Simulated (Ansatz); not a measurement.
# C5H8OSi: where a starting geometry ends

The starting geometry of this gas-phase singlet was optimised with GFN2-xTB; its bonds are those of `C=C1C=C(C)[SiH2]O1`.

```yaml
atoms:
  - { symbol: C, position_ang: [-0.7529, 0.5859, -2.9829] }
  - { symbol: C, position_ang: [0.0687, 0.7276, -1.9448] }
  - { symbol: C, position_ang: [0.3817, -0.2876, -0.9530] }
  - { symbol: C, position_ang: [1.2439, 0.0973, -0.0019] }
  - { symbol: C, position_ang: [1.7232, -0.7521, 1.1208] }
  - { symbol: O, position_ang: [0.7227, 1.9067, -1.7143] }
  - { symbol: Si, position_ang: [1.6981, 1.8880, -0.3879] }
  - { symbol: H, position_ang: [-0.9274, 1.3934, -3.6701] }
  - { symbol: H, position_ang: [-1.2632, -0.3422, -3.1583] }
  - { symbol: H, position_ang: [-0.0778, -1.2607, -1.0297] }
  - { symbol: H, position_ang: [1.4632, -0.2934, 2.0745] }
  - { symbol: H, position_ang: [2.8091, -0.8385, 1.0871] }
  - { symbol: H, position_ang: [1.2881, -1.7492, 1.0788] }
  - { symbol: H, position_ang: [3.0794, 2.0973, -0.8098] }
  - { symbol: H, position_ang: [1.2111, 2.8721, 0.5732] }
```

Problem. Where would you expect an optimisation with B3LYP-D3(BJ)/def2-SVP to take it?

Solution. It keeps its bonds, and is `C=C1C=C(C)[SiH2]O1`.

The energy falls by 0.15 eV over 6 steps:

```json
{"step": "1", "E − E(last) (eV)": "0.155"}
{"step": "2", "E − E(last) (eV)": "0.020"}
{"step": "3", "E − E(last) (eV)": "0.002"}
{"step": "4", "E − E(last) (eV)": "0.000"}
{"step": "5", "E − E(last) (eV)": "0.000"}
{"step": "6", "E − E(last) (eV)": "0.000"}
```

Final geometry (Å):

```xyz
15

C    -0.7852    0.5714   -3.0170
C     0.0523    0.7505   -1.9820
C     0.3877   -0.2584   -0.9643
C     1.2561    0.1076    0.0081
C     1.7258   -0.7643    1.1316
O     0.6996    1.9420   -1.7703
Si    1.6938    1.8857   -0.3920
H    -0.9761    1.3777   -3.7262
H    -1.2827   -0.3888   -3.1545
H    -0.0703   -1.2512   -1.0306
H     1.4738   -0.3236    2.1119
H     2.8237   -0.8785    1.1169
H     1.2793   -1.7701    1.0868
H     3.1176    2.1417   -0.7494
H     1.2726    2.9027    0.6125
```

No frequencies were run, so the end isn't proven a minimum. Run with Ansatz 0.2.0, 5.4 s on 4 threads of AMD EPYC 9R45 96-Core Processor (Zen 5), with other jobs on the host.
